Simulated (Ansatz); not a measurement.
Born–Oppenheimer molecular dynamics of CH5ClO2Si2 (11 atoms, charge 0, multiplicity 1). It starts from a relaxed structure.

Computed with RKS revPBE/STO-3G in Ansatz 0.2.0.

- ensemble: NVT, Langevin thermostat
- time step: 0.5 fs
- steps asked: 267
- set temperature: 400 K
- friction: 1 /fs
- seed: 813183

Frames 10 fs apart, positions in Å.

Velocities at 10.0 fs (Å/ps):

```
O -5.64 -4.18 3.84
C -12.35 2.47 9.29
Si 1.13 -4.65 -2.98
Cl -2.35 2.62 -1.76
O 0.94 -3.01 -2.72
Si -1.17 -3.91 -8.35
H -19.96 -31.48 6.14
H -16.44 0.79 7.29
H 4.97 8.27 13.51
H -46.27 30.95 0.02
H 14.79 18.37 9.81
```

```xyz
11
Properties=species:S:1:pos:R:3 time_fs=10.0 energy_less_start_eV=0.338 T=508
O -2.083 -0.493 0.828
C -1.462 0.614 1.116
Si 0.238 1.188 0.343
Cl 1.616 0.958 1.903
O 0.741 0.425 -1.081
Si 0.695 -1.315 -1.164
H -2.037 1.163 1.919
H 0.289 2.571 0.034
H 1.675 -1.799 -2.115
H 1.041 -1.991 0.065
H -0.593 -1.762 -1.577
11
Properties=species:S:1:pos:R:3 time_fs=20.0 energy_less_start_eV=0.194 T=344
O -2.088 -0.464 0.820
C -1.507 0.596 1.114
Si 0.236 1.206 0.350
Cl 1.617 0.969 1.893
O 0.729 0.446 -1.058
Si 0.694 -1.306 -1.179
H -2.017 1.203 1.923
H 0.226 2.667 0.124
H 1.688 -1.721 -2.205
H 1.053 -1.904 0.102
H -0.607 -1.758 -1.595
11
Properties=species:S:1:pos:R:3 time_fs=30.0 energy_less_start_eV=0.368 T=402
O -2.115 -0.458 0.825
C -1.503 0.576 1.090
Si 0.255 1.198 0.363
Cl 1.586 0.997 1.898
O 0.713 0.450 -1.048
Si 0.727 -1.310 -1.178
H -1.904 1.250 1.925
H 0.327 2.684 0.181
H 1.674 -1.629 -2.202
H 1.195 -1.826 0.070
H -0.606 -1.875 -1.598
11
Properties=species:S:1:pos:R:3 time_fs=40.0 energy_less_start_eV=0.370 T=432
O -2.108 -0.465 0.807
C -1.471 0.581 1.058
Si 0.250 1.185 0.362
Cl 1.589 1.006 1.890
O 0.715 0.429 -1.102
Si 0.735 -1.305 -1.179
H -1.852 1.194 1.899
H 0.318 2.618 0.204
H 1.580 -1.691 -2.299
H 1.203 -1.804 0.109
H -0.629 -1.700 -1.578
11
Properties=species:S:1:pos:R:3 time_fs=50.0 energy_less_start_eV=0.389 T=441
O -2.106 -0.436 0.795
C -1.442 0.595 1.089
Si 0.235 1.208 0.382
Cl 1.587 1.025 1.899
O 0.716 0.408 -1.086
Si 0.746 -1.350 -1.184
H -1.874 1.248 1.943
H 0.242 2.656 0.221
H 1.625 -1.594 -2.325
H 1.176 -1.837 0.139
H -0.665 -1.716 -1.498
11
Properties=species:S:1:pos:R:3 time_fs=60.0 energy_less_start_eV=0.345 T=376
O -2.083 -0.455 0.782
C -1.423 0.591 1.142
Si 0.210 1.217 0.383
Cl 1.599 1.052 1.912
O 0.683 0.407 -1.082
Si 0.735 -1.363 -1.192
H -1.897 1.287 1.945
H 0.161 2.633 0.232
H 1.598 -1.616 -2.321
H 1.196 -1.889 0.076
H -0.640 -1.712 -1.540
11
Properties=species:S:1:pos:R:3 time_fs=70.0 energy_less_start_eV=0.350 T=579
O -2.072 -0.480 0.802
C -1.465 0.534 1.174
Si 0.187 1.204 0.360
Cl 1.605 1.080 1.940
O 0.714 0.411 -1.059
Si 0.709 -1.369 -1.200
H -1.885 1.353 1.941
H 0.227 2.680 0.123
H 1.598 -1.681 -2.352
H 1.217 -1.956 0.090
H -0.615 -1.720 -1.504
11
Properties=species:S:1:pos:R:3 time_fs=80.0 energy_less_start_eV=0.365 T=185
O -2.085 -0.479 0.796
C -1.474 0.540 1.188
Si 0.186 1.192 0.376
Cl 1.603 1.108 1.954
O 0.708 0.402 -1.055
Si 0.702 -1.364 -1.183
H -1.905 1.337 1.873
H 0.172 2.687 0.164
H 1.611 -1.703 -2.368
H 1.235 -1.987 0.092
H -0.667 -1.745 -1.658
11
Properties=species:S:1:pos:R:3 time_fs=90.0 energy_less_start_eV=0.460 T=427
O -2.043 -0.483 0.788
C -1.449 0.539 1.212
Si 0.199 1.204 0.352
Cl 1.602 1.102 1.921
O 0.735 0.367 -1.067
Si 0.698 -1.373 -1.199
H -1.908 1.260 1.929
H 0.116 2.688 0.168
H 1.601 -1.737 -2.258
H 1.101 -2.084 0.177
H -0.681 -1.817 -1.639
11
Properties=species:S:1:pos:R:3 time_fs=100.0 energy_less_start_eV=0.192 T=426
O -2.038 -0.503 0.776
C -1.464 0.569 1.186
Si 0.205 1.195 0.344
Cl 1.606 1.092 1.932
O 0.711 0.361 -1.049
Si 0.710 -1.390 -1.183
H -1.924 1.305 1.968
H 0.142 2.635 0.113
H 1.632 -1.611 -2.248
H 1.183 -2.043 0.013
H -0.638 -1.848 -1.458
11
Properties=species:S:1:pos:R:3 time_fs=110.0 energy_less_start_eV=0.533 T=437
O -2.025 -0.515 0.795
C -1.459 0.585 1.178
Si 0.208 1.182 0.361
Cl 1.625 1.110 1.909
O 0.728 0.342 -1.044
Si 0.697 -1.383 -1.190
H -1.951 1.394 1.942
H 0.207 2.717 0.123
H 1.691 -1.674 -2.156
H 1.216 -2.051 0.068
H -0.671 -1.705 -1.459
11
Properties=species:S:1:pos:R:3 time_fs=120.0 energy_less_start_eV=0.603 T=258
O -2.058 -0.521 0.769
C -1.440 0.608 1.218
Si 0.201 1.193 0.355
Cl 1.623 1.118 1.922
O 0.712 0.363 -1.034
Si 0.705 -1.364 -1.204
H -1.945 1.357 1.943
H 0.170 2.685 0.105
H 1.732 -1.728 -2.159
H 1.139 -2.017 -0.017
H -0.696 -1.722 -1.642
```

Of the whole run (134 fs, mean temperature of the second half 391 K): A run of 0.13 ps of so small a system gives no equilibrium averages. The friction is so strong that the motion is overdamped, so the time scale means little. Limits of this set-up: minimal basis.

Run time: 10 min on 1 CPU thread of a shared host.
